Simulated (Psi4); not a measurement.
formic acid (CH2O2), singlet, geometry from GFN2-xTB; BLYP/6-31G (Psi4 1.11).

Input for Psi4:
```
memory 2 GB

molecule {
0 1
  O    -1.01613456   -0.43506422    0.00008010
  C    -0.00172708    0.41293984   -0.00731108
  O     1.15287091    0.11408067    0.00661676
  H    -0.69904529   -1.35443854    0.01870322
  H    -0.38448302    1.44466792   -0.02841162
}

set basis 6-31g

energy('blyp')
print_variables()
```

Task: Write the output that Psi4 gives for this input, abridged.

Result: 
```
   => Loading Basis Set <=

    Name: 6-31G
    Role: ORBITAL
    Keyword: BASIS

         ---------------------------------------------------------
                                   SCF
               by Justin Turney, Rob Parrish, Andy Simmonett
                          and Daniel G. A. Smith
                              RKS Reference
         ---------------------------------------------------------

  ==> Geometry <==

    Molecular point group: c1
    Full point group: C1

    Geometry (in Angstrom), charge = 0, multiplicity = 1:

       Center              X                  Y                   Z               Mass
    ------------   -----------------  -----------------  -----------------  -----------------
         O           -1.039487307237    -0.433153774330    -0.000128535483    15.994914619570
         C           -0.025079827237     0.414850285670    -0.007519715483    12.000000000000
         O            1.129518162763     0.115991115670     0.006408124517    15.994914619570
         H           -0.722398037237    -1.352528094330     0.018494584517     1.007825032230
         H           -0.407835767237     1.446578365670    -0.028620255483     1.007825032230

  Running in c1 symmetry.

  Rotational constants: A =      2.64232  B =      0.40870  C =      0.35395 [cm^-1]
  Rotational constants: A =  79214.71695  B =  12252.40846  C =  10611.14650 [MHz]
  Nuclear repulsion =   70.746953565895083

  Charge       = 0
  Multiplicity = 1
  Electrons    = 24
  Nalpha       = 12
  Nbeta        = 12

  ==> Algorithm <==

  SCF Algorithm Type is DF.
  DIIS enabled.
  MOM disabled.
  Fractional occupation disabled.
  Guess Type is SAD.
  Energy threshold   = 1.00e-06
  Density threshold  = 1.00e-06
  Integral threshold = 1.00e-12

  ==> Primary Basis <==

  Basis Set: 6-31G
    Blend: 6-31G
    Number of shells: 19
    Number of basis functions: 31
    Number of Cartesian functions: 31
    Spherical Harmonics?: false
    Max angular momentum: 1

  ==> DFT Potential <==

   => LibXC <=

    Version 7.1.2
    S. Lehtola, C. Steigemann, M. J. T. Oliveira, and M. A. L. Marques,  SoftwareX 7, 1–5 (2018) (10.1016/j.softx.2017.11.002)

   => Composite Functional: BLYP <=

    BLYP GGA Exchange-Correlation Functional

    P.J. Stephens et. al., J. Phys. Chem., 98, 11623-11627, 1994
    B. Miehlich et. al., Chem. Phys. Lett., 157(3), 200-206 1989

    Deriv               =              1
    GGA                 =           TRUE
    Meta                =          FALSE

    Exchange Hybrid     =          FALSE
    MP2 Hybrid          =          FALSE

   => Exchange Functionals <=

    1.0000     XC_GGA_X_B88

   => Correlation Functionals <=

    1.0000     XC_GGA_C_LYP

   => LibXC Density Thresholds  <==

    XC_GGA_C_LYP:  1.00E-14
    XC_GGA_X_B88:  1.00E-15

   => Molecular Quadrature <=

    Radial Scheme          =       TREUTLER
    Pruning Scheme         =           NONE
    Nuclear Scheme         =       TREUTLER

    Blocking Scheme        =         OCTREE
    BS radius alpha        =              1
    Pruning alpha          =              1
    Radial Points          =             75
    Spherical Points       =            302
    Total Points           =         107801
    Total Blocks           =            882
    Max Points             =            256
    Max Functions          =             31
    Weights Tolerance      =       1.00E-15

   => Loading Basis Set <=

    Name: (6-31G AUX)
    Role: JKFIT
    Keyword: DF_BASIS_SCF

  ==> Integral Setup <==

  SCF_SUBTYPE=INCORE selected. In-core MEM_DF algorithm will be used.
  Using in-core AOs.

  ==> MemDFJK: Density-Fitted J/K Matrices <==

    J tasked:                   Yes
    K tasked:                    No
    wK tasked:                   No
    Algorithm:                 Core
    Schwarz Cutoff:           1E-12
    Mask sparsity (%):       0.2081
    Fitting Condition:        1E-10

   => Auxiliary Basis Set <=

  Basis Set: (6-31G AUX)
    Blend: CC-PVDZ-JKFIT
    Number of shells: 90
    Number of basis functions: 293
    Number of Cartesian functions: 293
    Spherical Harmonics?: false
    Max angular momentum: 3

  Minimum eigenvalue in the overlap matrix is 1.5887320552E-02.
  Reciprocal condition number of the overlap matrix is 3.9219142981E-03.
    Using symmetric orthogonalization.

  ==> Pre-Iterations <==

  SCF Guess: Superposition of Atomic Densities via on-the-fly atomic UHF (no occupation information).

   -------------------------
    Irrep   Nso     Nmo
   -------------------------
     A         31      31
   -------------------------
    Total      31      31
   -------------------------

  ==> Iterations <==

                           Total Energy        Delta E     RMS |[F,P]|

   @DF-RKS iter SAD:  -189.44308104775891   -1.89443e+02   0.00000e+00
   @DF-RKS iter   1:  -189.42770150550518    1.53795e-02   2.43796e-02 ADIIS/DIIS
   @DF-RKS iter   2:  -188.72697400959589    7.00727e-01   4.78224e-02 ADIIS/DIIS
   @DF-RKS iter   3:  -189.58556482350437   -8.58591e-01   1.29153e-02 ADIIS/DIIS
   @DF-RKS iter   4:  -189.63108126293773   -4.55164e-02   7.40393e-03 ADIIS/DIIS
   @DF-RKS iter   5:  -189.65089252647951   -1.98113e-02   1.02121e-03 ADIIS/DIIS
   @DF-RKS iter   6:  -189.65138156402881   -4.89038e-04   2.27118e-04 ADIIS/DIIS
   @DF-RKS iter   7:  -189.65140688881124   -2.53248e-05   2.45777e-05 DIIS
   @DF-RKS iter   8:  -189.65140720108735   -3.12276e-07   1.71360e-06 DIIS
   @DF-RKS iter   9:  -189.65140720260916   -1.52181e-09   4.44028e-07 DIIS
  Energy and wave function converged.

  ==> Post-Iterations <==

   Electrons on quadrature grid:
      Ntotal   =   23.9999947979 ; deviation = -5.202e-06

    Orbital Energies [Eh]
    ---------------------

    Doubly Occupied:

[...]
    Virtual:

[...]
      31A      1.664463

    Final Occupation by Irrep:
              A
    DOCC [    12 ]
    NA   [    12 ]
    NB   [    12 ]

  @DF-RKS Final Energy:  -189.65140720260916

   => Energetics <=

    Nuclear Repulsion Energy =             70.7469535658950832
    One-Electron Energy =                -399.0322394002611190
    Two-Electron Energy =                 161.9561725578116409
    DFT Exchange-Correlation Energy =     -23.3222939260547477
    Empirical Dispersion Energy =           0.0000000000000000
    VV10 Nonlocal Energy =                  0.0000000000000000
    Total Energy =                       -189.6514072026091640

Computation Completed

Properties will be evaluated at   0.000000,   0.000000,   0.000000 [a0]

Properties computed using the SCF density matrix

 Multipole Moments:

 ------------------------------------------------------------------------------------
     Multipole            Electronic (a.u.)      Nuclear  (a.u.)        Total (a.u.)
 ------------------------------------------------------------------------------------

 L = 1.  Multiply by 2.5417464519 to convert [e a0] to [Debye]
 Dipole X            :          0.5458160           -1.0591271           -0.5133111
 Dipole Y            :         -0.3571619            0.0866453           -0.2705166
 Dipole Z            :          0.0103995           -0.0094623            0.0009372
 Magnitude           :                                                    0.5802314

 ------------------------------------------------------------------------------------

  Variable Map:
  ----------------------------------------------------------------------------
[...]
  Array Variable Map:
  ----------------------------------------------------------------------------
[...]
[...]
```
